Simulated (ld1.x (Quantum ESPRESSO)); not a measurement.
# Configuration tests for oxygen (O) (ultrasoft)

| Quantity | Value |
| --- | --- |
| Element | oxygen (O) |
| Generator | ld1.x (Quantum ESPRESSO) 7.5 |
| Type | ultrasoft |
| Functional | BP86 |
| Relativity | scalar-relativistic |
| Frozen core | [He] |
| Valence charge | 6 |
| Reference configuration | 2s1.75 2p4.25 |
| Partial waves | 2s (bound): rcut 0.85, rcutus 0.90 bohr; 2s channel at -1.35 Ry: rcut 0.85, rcutus 0.90 bohr; 2p (bound): rcut 1.35, rcutus 1.45 bohr; 2p channel at 3.65 Ry: rcut 1.35, rcutus 1.45 bohr |
| Local potential | all-electron potential smoothed inside 1.10 bohr (lloc = -1) |
| Core correction | a·sin(br)/r model core inside 0.85 bohr |
| Augmentation charge | PSQ, radius 0.80 bohr |

Energies are relative to the spin-unpolarised reference configuration 2s1.75 2p4.25; without spin polarisation the order of configurations can differ from experiment.

```tsv
valence configuration	charge	ΔE all-electron (eV)	error AE − PS (meV)
2s2 2p3	+1	12.787	+5.3
2s2 2p2	+2	46.455	+25
2s2 2p4.3	-0.3	-5.886	+0.5
2s2 2p3.5	+0.5	2.598	+1.5
2s1 2p4	+1	28.027	+3.7
```

Task: What are ΔE and the potential's error for 2s0 2p6?

Result: ΔE = 26.195 eV all-electron; the error (AE − PS) is +17 meV.

Task: What are ΔE and the potential's error for 2s2 2p4?

Result: ΔE = -3.734 eV all-electron; the error (AE − PS) is +0.3 meV.

Levels in the configuration 2s2 2p4:

```json
{"level": "2s", "all-electron (eV)": "-24.057", "pseudo (eV)": "-24.059"}
{"level": "2p", "all-electron (eV)": "-9.126", "pseudo (eV)": "-9.125"}
```
